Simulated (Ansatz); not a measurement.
A short molecular-dynamics run on C5H6ClF3O4Ti, SMILES `CC1=CC(C(F)(F)F)=[O+][Ti-]([OH])([OH])([Cl])[O]1`.

```yaml
crystal:
  periodic: [false, false, false]
  atoms:
    - {symbol: C, position_ang: [-1.870156, -1.267936, 1.853768]}
    - {symbol: C, position_ang: [-0.898114, -0.638289, 0.913366]}
    - {symbol: C, position_ang: [-1.249786, 0.517026, 0.188227]}
    - {symbol: C, position_ang: [-0.344970, 1.077108, -0.677893]}
    - {symbol: C, position_ang: [-0.737913, 2.305928, -1.503821]}
    - {symbol: F, position_ang: [-1.977135, 2.719662, -1.239151]}
    - {symbol: F, position_ang: [-0.667823, 2.022402, -2.804150]}
    - {symbol: F, position_ang: [0.094943, 3.314108, -1.254267]}
    - {symbol: O, position_ang: [0.839783, 0.689919, -0.905058]}
    - {symbol: Ti, position_ang: [2.014480, -0.751913, -0.129547]}
    - {symbol: O, position_ang: [2.116515, -2.514682, -0.422644]}
    - {symbol: O, position_ang: [3.189357, -0.207565, -1.349123]}
    - {symbol: Cl, position_ang: [2.918325, -0.148412, 1.805405]}
    - {symbol: O, position_ang: [0.226831, -1.184896, 0.802925]}
    - {symbol: H, position_ang: [-2.830679, -0.756455, 1.861943]}
    - {symbol: H, position_ang: [-2.012453, -2.315045, 1.577394]}
    - {symbol: H, position_ang: [-1.440956, -1.256724, 2.858883]}
    - {symbol: H, position_ang: [-2.230789, 0.950374, 0.299518]}
    - {symbol: H, position_ang: [1.575567, -3.131821, 0.078029]}
    - {symbol: H, position_ang: [3.193072, 0.586612, -1.887504]}
basis:
  gaussian: {orbitals: def2-SVP}
hamiltonian: {xc: {name: revPBE}, dispersion: d4}
md: {timestep: 0.5 fs, n_steps: 30, ensemble: nve, temperature: 700, initial_velocities: maxwell_boltzmann, seed: 90}
```

```sh
$ ansatz run in.yaml --threads 11 --pin off --events-out ev --progress --plain --max-ram 110592MiB --backend cuda --devices 0, --max-vram 75GiB
```

```json
{"step": "0", "time (fs)": "0.0", "potential energy (eV)": "-57233.3909", "kinetic (eV)": "1.6287", "T (K)": "700", "conserved (eV)": "-57231.7622"}
{"step": "1", "time (fs)": "0.5", "potential energy (eV)": "-57233.3607", "kinetic (eV)": "1.5989", "T (K)": "687", "conserved (eV)": "-57231.7618"}
{"step": "2", "time (fs)": "1.0", "potential energy (eV)": "-57233.3154", "kinetic (eV)": "1.5541", "T (K)": "668", "conserved (eV)": "-57231.7613"}
{"step": "3", "time (fs)": "1.5", "potential energy (eV)": "-57233.2628", "kinetic (eV)": "1.5019", "T (K)": "646", "conserved (eV)": "-57231.7609"}
{"step": "4", "time (fs)": "2.0", "potential energy (eV)": "-57233.2089", "kinetic (eV)": "1.4481", "T (K)": "622", "conserved (eV)": "-57231.7608"}
{"step": "5", "time (fs)": "2.5", "potential energy (eV)": "-57233.1563", "kinetic (eV)": "1.3955", "T (K)": "600", "conserved (eV)": "-57231.7608"}
{"step": "6", "time (fs)": "3.0", "potential energy (eV)": "-57233.1056", "kinetic (eV)": "1.3449", "T (K)": "578", "conserved (eV)": "-57231.7607"}
{"step": "7", "time (fs)": "3.5", "potential energy (eV)": "-57233.0574", "kinetic (eV)": "1.2967", "T (K)": "557", "conserved (eV)": "-57231.7606"}
{"step": "8", "time (fs)": "4.0", "potential energy (eV)": "-57233.0132", "kinetic (eV)": "1.2527", "T (K)": "538", "conserved (eV)": "-57231.7605"}
{"step": "9", "time (fs)": "4.5", "potential energy (eV)": "-57232.9758", "kinetic (eV)": "1.2155", "T (K)": "522", "conserved (eV)": "-57231.7603"}
{"step": "10", "time (fs)": "5.0", "potential energy (eV)": "-57232.9477", "kinetic (eV)": "1.1875", "T (K)": "510", "conserved (eV)": "-57231.7602"}
{"step": "11", "time (fs)": "5.5", "potential energy (eV)": "-57232.9297", "kinetic (eV)": "1.1694", "T (K)": "503", "conserved (eV)": "-57231.7603"}
{"step": "12", "time (fs)": "6.0", "potential energy (eV)": "-57232.9204", "kinetic (eV)": "1.1598", "T (K)": "498", "conserved (eV)": "-57231.7606"}
{"step": "13", "time (fs)": "6.5", "potential energy (eV)": "-57232.9162", "kinetic (eV)": "1.1554", "T (K)": "497", "conserved (eV)": "-57231.7608"}
{"step": "14", "time (fs)": "7.0", "potential energy (eV)": "-57232.9131", "kinetic (eV)": "1.1521", "T (K)": "495", "conserved (eV)": "-57231.7610"}
{"step": "15", "time (fs)": "7.5", "potential energy (eV)": "-57232.9084", "kinetic (eV)": "1.1474", "T (K)": "493", "conserved (eV)": "-57231.7610"}
{"step": "16", "time (fs)": "8.0", "potential energy (eV)": "-57232.9024", "kinetic (eV)": "1.1416", "T (K)": "491", "conserved (eV)": "-57231.7608"}
{"step": "17", "time (fs)": "8.5", "potential energy (eV)": "-57232.8980", "kinetic (eV)": "1.1375", "T (K)": "489", "conserved (eV)": "-57231.7606"}
{"step": "18", "time (fs)": "9.0", "potential energy (eV)": "-57232.8990", "kinetic (eV)": "1.1386", "T (K)": "489", "conserved (eV)": "-57231.7605"}
{"step": "19", "time (fs)": "9.5", "potential energy (eV)": "-57232.9071", "kinetic (eV)": "1.1465", "T (K)": "493", "conserved (eV)": "-57231.7606"}
{"step": "20", "time (fs)": "10.0", "potential energy (eV)": "-57232.9198", "kinetic (eV)": "1.1588", "T (K)": "498", "conserved (eV)": "-57231.7610"}
{"step": "21", "time (fs)": "10.5", "potential energy (eV)": "-57232.9312", "kinetic (eV)": "1.1697", "T (K)": "503", "conserved (eV)": "-57231.7615"}
{"step": "22", "time (fs)": "11.0", "potential energy (eV)": "-57232.9338", "kinetic (eV)": "1.1719", "T (K)": "504", "conserved (eV)": "-57231.7618"}
{"step": "23", "time (fs)": "11.5", "potential energy (eV)": "-57232.9220", "kinetic (eV)": "1.1601", "T (K)": "499", "conserved (eV)": "-57231.7619"}
{"step": "24", "time (fs)": "12.0", "potential energy (eV)": "-57232.8946", "kinetic (eV)": "1.1329", "T (K)": "487", "conserved (eV)": "-57231.7617"}
{"step": "25", "time (fs)": "12.5", "potential energy (eV)": "-57232.8549", "kinetic (eV)": "1.0936", "T (K)": "470", "conserved (eV)": "-57231.7612"}
{"step": "26", "time (fs)": "13.0", "potential energy (eV)": "-57232.8094", "kinetic (eV)": "1.0486", "T (K)": "451", "conserved (eV)": "-57231.7608"}
{"step": "27", "time (fs)": "13.5", "potential energy (eV)": "-57232.7650", "kinetic (eV)": "1.0046", "T (K)": "432", "conserved (eV)": "-57231.7604"}
{"step": "28", "time (fs)": "14.0", "potential energy (eV)": "-57232.7269", "kinetic (eV)": "0.9666", "T (K)": "415", "conserved (eV)": "-57231.7603"}
{"step": "29", "time (fs)": "14.5", "potential energy (eV)": "-57232.6973", "kinetic (eV)": "0.9370", "T (K)": "403", "conserved (eV)": "-57231.7603"}
{"step": "30", "time (fs)": "15.0", "potential energy (eV)": "-57232.6762", "kinetic (eV)": "0.9157", "T (K)": "394", "conserved (eV)": "-57231.7604"}
```

Velocities are drawn at the set temperature; a run this short doesn't reach equilibrium.

Frames (Å, forces in eV/Å):

```xyz
20
time=0.0 fs
C    -1.870   -1.268    1.854   -0.039    0.051   -0.029
C    -0.898   -0.638    0.913   -0.659    0.151    0.166
C    -1.250    0.517    0.188   -0.349   -0.104    0.275
C    -0.345    1.077   -0.678   -0.266    0.570   -0.356
C    -0.738    2.306   -1.504    0.073   -0.338    0.241
F    -1.977    2.720   -1.239   -1.049    0.308    0.261
F    -0.668    2.022   -2.804    0.090   -0.306   -1.038
F     0.095    3.314   -1.254    0.728    0.770    0.253
O     0.840    0.690   -0.905    0.933   -0.173   -0.297
Ti    2.014   -0.752   -0.130    0.185   -0.100    0.016
O     2.117   -2.515   -0.423    0.427    0.147   -0.437
O     3.189   -0.208   -1.349    0.200   -0.509    0.213
Cl    2.918   -0.148    1.805    0.086    0.065    0.233
O     0.227   -1.185    0.803    1.024   -0.622    0.003
H    -2.831   -0.756    1.862   -0.509    0.236    0.035
H    -2.012   -2.315    1.577   -0.079   -0.547   -0.105
H    -1.441   -1.257    2.859    0.198   -0.025    0.523
H    -2.231    0.950    0.300   -0.539    0.245    0.058
H     1.576   -3.132    0.078   -0.431   -0.445    0.397
H     3.193    0.587   -1.888   -0.021    0.625   -0.414
20
time=1.5 fs
C    -1.853   -1.272    1.856   -1.153    1.316    0.632
C    -0.885   -0.629    0.917   -1.686    0.467    0.065
C    -1.256    0.524    0.187   -0.389   -0.387    0.518
C    -0.358    1.075   -0.684   -0.051    1.064   -0.710
C    -0.746    2.324   -1.518    0.637   -1.492    1.278
F    -1.971    2.710   -1.231   -1.760    0.761    0.162
F    -0.659    2.022   -2.794   -0.018   -0.253   -1.890
F     0.091    3.315   -1.257    0.880    1.156    0.268
O     0.824    0.690   -0.924    1.111   -0.360   -0.165
Ti    2.019   -0.750   -0.127    0.107    0.182   -0.445
O     2.119   -2.513   -0.412    0.668    0.379   -0.712
O     3.196   -0.208   -1.355    0.110   -0.330    0.210
Cl    2.907   -0.162    1.804    0.177    0.128    0.391
O     0.228   -1.174    0.800    1.736   -0.895   -0.017
H    -2.876   -0.776    1.883    0.903   -0.271   -0.015
H    -2.000   -2.304    1.608   -0.070   -1.310   -0.402
H    -1.414   -1.263    2.868    0.030    0.049    0.240
H    -2.248    0.940    0.280   -0.480    0.224    0.128
H     1.588   -3.086    0.134   -0.696   -0.785    0.683
H     3.254    0.589   -1.895   -0.055    0.356   -0.222
20
time=3.0 fs
C    -1.839   -1.274    1.860   -1.661    1.169    1.116
C    -0.874   -0.619    0.921   -2.354    0.579   -0.017
C    -1.264    0.530    0.186   -0.730   -0.423    0.685
C    -0.372    1.075   -0.691    0.250    1.326   -0.915
C    -0.753    2.340   -1.529    1.117   -2.360    2.121
F    -1.968    2.700   -1.222   -2.357    1.154    0.064
F    -0.650    2.020   -2.786   -0.117   -0.204   -2.622
F     0.089    3.318   -1.259    0.960    1.435    0.276
O     0.810    0.689   -0.942    1.125   -0.463   -0.029
Ti    2.024   -0.748   -0.125    0.020    0.400   -0.869
O     2.122   -2.510   -0.401    0.066   -0.320   -0.086
O     3.202   -0.209   -1.360    0.131    0.299   -0.115
Cl    2.896   -0.175    1.802    0.275    0.196    0.562
O     0.231   -1.163    0.797    2.120   -1.012   -0.015
H    -2.902   -0.801    1.903    1.598   -0.406   -0.072
H    -1.989   -2.319    1.630    0.069   -0.991   -0.413
H    -1.387   -1.268    2.882   -0.181    0.097   -0.157
H    -2.274    0.935    0.263   -0.057    0.057    0.165
H     1.586   -3.055    0.203   -0.097   -0.180    0.055
H     3.315    0.599   -1.906   -0.179   -0.353    0.267
20
time=4.5 fs
C    -1.827   -1.274    1.865   -1.529    0.005    1.223
C    -0.868   -0.608    0.925   -2.510    0.414   -0.082
C    -1.272    0.536    0.187   -0.992   -0.334    0.688
C    -0.385    1.077   -0.699    0.572    1.322   -0.918
C    -0.759    2.351   -1.537    1.435   -2.866    2.645
F    -1.966    2.693   -1.214   -2.727    1.439   -0.045
F    -0.641    2.019   -2.781   -0.212   -0.141   -3.098
F     0.087    3.322   -1.261    0.949    1.565    0.276
O     0.797    0.688   -0.961    0.996   -0.484    0.108
Ti    2.029   -0.745   -0.124   -0.070    0.532   -1.248
O     2.126   -2.509   -0.391   -0.585   -0.991    0.727
O     3.209   -0.210   -1.365    0.173    0.616   -0.234
Cl    2.885   -0.189    1.801    0.377    0.264    0.733
O     0.237   -1.155    0.794    2.041   -0.907    0.025
H    -2.896   -0.834    1.922    1.479   -0.212   -0.107
H    -1.976   -2.354    1.644    0.282    0.066   -0.249
H    -1.364   -1.271    2.894   -0.309    0.113   -0.404
H    -2.302    0.931    0.250    0.378   -0.098    0.199
H     1.583   -3.028    0.272    0.564    0.431   -0.765
H     3.371    0.602   -1.912   -0.310   -0.732    0.526
20
time=6.0 fs
C    -1.818   -1.274    1.873   -0.637   -1.203    0.985
C    -0.866   -0.596    0.928   -2.180    0.007   -0.132
C    -1.283    0.541    0.189   -0.872   -0.236    0.508
C    -0.396    1.081   -0.709    0.851    1.061   -0.699
C    -0.761    2.358   -1.541    1.537   -2.985    2.772
F    -1.968    2.686   -1.205   -2.797    1.587   -0.175
F    -0.633    2.018   -2.779   -0.312   -0.045   -3.227
F     0.087    3.328   -1.263    0.840    1.528    0.271
O     0.785    0.686   -0.980    0.769   -0.440    0.239
Ti    2.033   -0.743   -0.123   -0.146    0.586   -1.586
O     2.128   -2.508   -0.380   -0.731   -1.083    1.015
O     3.215   -0.210   -1.371    0.084    0.311    0.070
Cl    2.874   -0.202    1.800    0.478    0.330    0.893
O     0.245   -1.147    0.790    1.521   -0.592    0.103
H    -2.859   -0.871    1.938    0.529    0.248   -0.091
H    -1.957   -2.388    1.652    0.419    0.934   -0.110
H    -1.347   -1.271    2.897   -0.294    0.105   -0.373
H    -2.322    0.924    0.241    0.528   -0.133    0.240
H     1.591   -2.993    0.327    0.718    0.492   -1.047
H     3.420    0.590   -1.908   -0.306   -0.470    0.345
20
time=7.5 fs
C    -1.810   -1.277    1.882    0.797   -1.934    0.480
C    -0.868   -0.584    0.932   -1.522   -0.520   -0.171
C    -1.295    0.545    0.192   -0.322   -0.186    0.193
C    -0.407    1.088   -0.721    1.053    0.580   -0.281
C    -0.761    2.358   -1.539    1.409   -2.716    2.490
F    -1.974    2.682   -1.197   -2.554    1.593   -0.328
F    -0.625    2.016   -2.781   -0.419    0.085   -2.993
F     0.087    3.336   -1.264    0.646    1.330    0.262
O     0.775    0.684   -0.998    0.507   -0.351    0.356
Ti    2.038   -0.740   -0.123   -0.199    0.594   -1.885
O     2.130   -2.509   -0.368   -0.330   -0.635    0.578
O     3.222   -0.210   -1.377   -0.173   -0.431    0.661
Cl    2.863   -0.215    1.800    0.576    0.390    1.033
O     0.256   -1.140    0.787    0.722   -0.159    0.205
H    -2.812   -0.903    1.953   -0.982    0.827   -0.021
H    -1.930   -2.403    1.658    0.421    1.207   -0.063
H    -1.336   -1.270    2.892   -0.137    0.091   -0.071
H    -2.332    0.916    0.238    0.317   -0.029    0.280
H     1.613   -2.948    0.359    0.314    0.019   -0.586
H     3.464    0.569   -1.896   -0.123    0.243   -0.141
20
time=9.0 fs
C    -1.801   -1.282    1.892    1.517   -1.697   -0.029
C    -0.873   -0.573    0.935   -0.726   -1.014   -0.205
C    -1.307    0.549    0.195    0.466   -0.185   -0.165
C    -0.415    1.095   -0.733    1.171   -0.060    0.278
C    -0.759    2.355   -1.532    1.073   -2.077    1.847
F    -1.982    2.679   -1.189   -2.049    1.474   -0.491
F    -0.617    2.015   -2.786   -0.527    0.234   -2.459
F     0.088    3.345   -1.265    0.390    0.996    0.254
O     0.765    0.681   -1.016    0.270   -0.247    0.449
Ti    2.042   -0.737   -0.123   -0.237    0.578   -2.130
O     2.131   -2.511   -0.355    0.364    0.040   -0.359
O     3.229   -0.210   -1.382   -0.396   -0.907    1.051
Cl    2.853   -0.227    1.801    0.666    0.446    1.153
O     0.268   -1.134    0.785   -0.156    0.281    0.307
H    -2.785   -0.918    1.967   -1.770    1.051    0.024
H    -1.894   -2.393    1.663    0.306    0.829   -0.118
H    -1.328   -1.266    2.886    0.086    0.086    0.355
H    -2.335    0.906    0.240   -0.109    0.154    0.304
H     1.642   -2.904    0.381   -0.387   -0.688    0.389
H     3.505    0.552   -1.888    0.048    0.706   -0.457
20
time=10.5 fs
C    -1.789   -1.291    1.902    0.667   -0.238   -0.152
C    -0.879   -0.564    0.937    0.057   -1.367   -0.240
C    -1.319    0.553    0.198    1.102   -0.169   -0.470
C    -0.422    1.102   -0.744    1.210   -0.786    0.902
C    -0.754    2.347   -1.523    0.583   -1.119    0.943
F    -1.992    2.678   -1.182   -1.377    1.264   -0.648
F    -0.610    2.013   -2.795   -0.627    0.374   -1.736
F     0.090    3.355   -1.266    0.105    0.566    0.251
O     0.755    0.678   -1.033    0.115   -0.163    0.518
Ti    2.047   -0.733   -0.125   -0.294    0.503   -2.290
O     2.133   -2.512   -0.342    0.653    0.333   -0.786
O     3.235   -0.211   -1.385   -0.299   -0.553    0.855
Cl    2.843   -0.240    1.802    0.748    0.496    1.255
O     0.279   -1.127    0.782   -0.954    0.643    0.393
H    -2.793   -0.911    1.982   -0.883    0.585   -0.038
H    -1.851   -2.366    1.664    0.119   -0.134   -0.274
H    -1.318   -1.260    2.887    0.224    0.090    0.610
H    -2.340    0.900    0.249   -0.412    0.296    0.297
H     1.663   -2.873    0.409   -0.668   -0.974    0.835
H     3.546    0.550   -1.888   -0.070    0.353   -0.226
20
time=12.0 fs
C    -1.776   -1.299    1.912   -0.543    1.508    0.172
C    -0.885   -0.557    0.940    0.714   -1.536   -0.267
C    -1.329    0.557    0.200    1.255   -0.084   -0.644
C    -0.426    1.108   -0.754    1.168   -1.493    1.500
C    -0.748    2.337   -1.512    0.019    0.041   -0.080
F    -2.004    2.679   -1.175   -0.646    1.006   -0.783
F    -0.604    2.013   -2.805   -0.709    0.489   -0.950
F     0.092    3.366   -1.266   -0.179    0.093    0.252
O     0.746    0.674   -1.050    0.089   -0.140    0.569
Ti    2.051   -0.730   -0.127   -0.395    0.329   -2.347
O     2.136   -2.513   -0.330    0.220    0.038   -0.059
O     3.241   -0.213   -1.387    0.005    0.150    0.402
Cl    2.834   -0.252    1.804    0.817    0.540    1.334
O     0.289   -1.119    0.781   -1.581    0.888    0.453
H    -2.819   -0.891    1.995    0.527   -0.137   -0.134
H    -1.805   -2.343    1.660   -0.063   -1.147   -0.425
H    -1.303   -1.253    2.901    0.160    0.071    0.454
H    -2.353    0.900    0.264   -0.290    0.295    0.244
H     1.670   -2.862    0.454   -0.199   -0.573    0.081
H     3.585    0.554   -1.893   -0.370   -0.338    0.229
20
time=13.5 fs
C    -1.764   -1.306    1.923   -1.069    2.090    0.496
C    -0.890   -0.553    0.941    1.175   -1.527   -0.281
C    -1.336    0.560    0.201    1.011    0.013   -0.656
C    -0.428    1.111   -0.761    1.021   -2.037    1.972
C    -0.743    2.328   -1.501   -0.528    1.203   -1.053
F    -2.017    2.680   -1.169    0.050    0.744   -0.890
F    -0.598    2.012   -2.816   -0.771    0.573   -0.202
F     0.093    3.378   -1.266   -0.438   -0.367    0.253
O     0.737    0.671   -1.066    0.207   -0.196    0.606
Ti    2.055   -0.726   -0.131   -0.511    0.112   -2.319
O     2.138   -2.515   -0.318   -0.292   -0.313    0.864
O     3.247   -0.215   -1.389    0.174    0.465    0.195
Cl    2.825   -0.264    1.807    0.868    0.576    1.376
O     0.297   -1.110    0.780   -1.995    1.010    0.481
H    -2.835   -0.875    2.006    1.320   -0.629   -0.184
H    -1.761   -2.342    1.647   -0.188   -1.206   -0.327
H    -1.286   -1.244    2.924   -0.039    0.004    0.002
H    -2.372    0.907    0.284    0.169    0.179    0.144
H     1.674   -2.863    0.500    0.357   -0.062   -0.895
H     3.617    0.552   -1.893   -0.522   -0.633    0.417
20
time=15.0 fs
C    -1.753   -1.308    1.934   -0.834    1.304    0.422
C    -0.892   -0.552    0.943    1.411   -1.376   -0.281
C    -1.342    0.563    0.201    0.745   -0.007   -0.521
C    -0.428    1.111   -0.765    0.753   -2.256    2.217
C    -0.738    2.320   -1.491   -0.973    2.124   -1.810
F    -2.029    2.683   -1.164    0.647    0.512   -0.972
F    -0.594    2.013   -2.827   -0.815    0.635    0.443
F     0.094    3.388   -1.266   -0.655   -0.766    0.249
O     0.728    0.667   -1.081    0.450   -0.329    0.630
Ti    2.059   -0.722   -0.136   -0.612   -0.084   -2.234
O     2.141   -2.516   -0.306   -0.412   -0.349    1.118
O     3.253   -0.217   -1.390    0.040    0.161    0.395
Cl    2.817   -0.275    1.810    0.895    0.600    1.373
O     0.303   -1.100    0.779   -2.178    1.023    0.473
H    -2.823   -0.871    2.013    1.305   -0.764   -0.172
H    -1.721   -2.365    1.627   -0.300   -0.233    0.072
H    -1.269   -1.235    2.947   -0.208   -0.083   -0.413
H    -2.388    0.917    0.307    0.600    0.065    0.022
H     1.685   -2.866    0.528    0.505    0.126   -1.200
H     3.638    0.537   -1.885   -0.365   -0.303    0.190
```

Run time 25 s (11 threads of an AMD EPYC 7R13 on a shared host and a whole NVIDIA H100 80 GB); peak host memory 1.7 GiB.
